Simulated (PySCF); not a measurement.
C₄H₄BF₃O₂.
Z-matrix (Å and degrees, PBE0-D3(BJ)/def2-SVP geometry), rows numbered from 1:
```
F 
C   1  1.3170
F   2  1.3319  1  108.93
F   2  1.3321  1  109.00  3   117.50
C   2  1.5307  1  111.82  3  -121.27
O   5  1.2603  2  115.55  1    -2.15
B   6  1.5465  5  123.47  2  -179.97
O   7  1.5394  6  107.12  5     0.34
C   8  1.2617  7  124.12  6    -0.40
C   5  1.3908  2  119.57  1   178.01
H   7  1.2142  6  107.94  5  -116.22
H   7  1.2140  6  107.99  5   116.91
H   9  1.1004  8  115.36  7  -179.69
H  10  1.0874  5  122.00  2    -0.33
```

Definitions: NICS(0) = −σiso at the ring centroid; NICS(1) = −σiso and NICS(1)zz = −σzz at ±1 Å along the ring normal z. Level: GIAO PBE0/pcSseg-1 (PySCF, non-relativistic, gas phase) on the PBE0-D3(BJ)/def2-SVP geometry, one conformer.

Ring bond lengths (Å), with Mayer bond orders in brackets: C5–O6 1.260 (1.42), O6–B7 1.546 (0.63), B7–O8 1.539 (0.65), O8–C9 1.262 (1.43), C9–C10 1.396 (1.35), C10–C5 1.391 (1.30).

Problem. Give the NICS values of each ring in ppm.

Solution. 
```csv
ring,type,NICS(0),"NICS(1), two faces","NICS(1)zz, two faces",rms pucker (Å),"centre to ring atoms, mean (Å)"
C5–O6–B7–O8–C9–C10,"6-membered ring with B and 2 O; formal bonds 2 double, 4 single",7.4,3.5 / 3.5,14.2 / 14.2,0.00,1.40
```

Problem. What can be read from them?

Solution. 
- C5–O6–B7–O8–C9–C10: mean NICS(1)zz 14.2 ppm, deshielded. B7 has four or more neighbours, and the NICS criterion for π rings isn't applied.

Problem. What field does 9.4 T along the ring normal induce along that normal at the second NICS(1) probe listed for ring C5–O6–B7–O8–C9–C10, 1 Å off the ring?

Solution. NICSzz × B0 = 14.2 ppm × 9.4 T = 133 μT, along the applied field.

Problem. Give the inner angles of the rings and the Hirshfeld charges of the ring atoms.

Solution. 
- C5–O6–B7–O8–C9–C10: C5 124.9° (+0.127 e), O6 123.5° (-0.095 e), B7 107.1° (+0.063 e), O8 124.1° (-0.094 e), C9 124.2° (+0.139 e), C10 116.2° (-0.121 e); sum 720.0° against 720° for a flat convex ring.

Problem. How do the values depend on the level or the medium?

Solution. 
```
                            level  NICS(0), C5–O6–B7–O8–C9–C10  mean NICS(1)zz, C5–O6–B7–O8–C9–C10
               PBE0/pcSseg-1, gas                          7.4                                14.2
           mPW1PW91/pcSseg-1, gas                          7.3                                14.0
   PBE0/pcSseg-1, IEF-PCM acetone                          6.4                                11.8
PBE0/pcSseg-1, IEF-PCM chloroform                          6.6                                12.3
```

The geometry is the same throughout; the continuum's cavity takes Bondi-type radii × 1.2.
